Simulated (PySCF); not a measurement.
Se(F)(NMe2) (C2H6FNSe), SMILES F[Se]N(C)C.

Geometry: ωB97X-D3(BJ)/def2-SVP. The structure was generated by enumeration, and PubChem lists no compound with its InChIKey, so it may never have been made. One conformer was computed; it need not be the lowest.

Vertical ionisation energy (IE) and electron affinity (EA) in eV. Rows of orbital energies are one-electron estimates. Where ΔSCF, EOM or ADC give a negative EA the extra electron is unbound and the value depends on the basis.

| level | IE | EA |
|---|---|---|
| −ε(HOMO), −ε(LUMO), CAM-B3LYP/def2-TZVP (PySCF) | ? | ? |
| −ε(HOMO), −ε(LUMO), PBE/def2-TZVP (PySCF) | 5.17 | 1.94 |

Fill in the missing entries. (The exact figures need the calculation; the answer reports its results.)


- −ε(HOMO), −ε(LUMO), CAM-B3LYP/def2-TZVP (PySCF), IE: 7.88
- −ε(HOMO), −ε(LUMO), CAM-B3LYP/def2-TZVP (PySCF), EA: -0.08
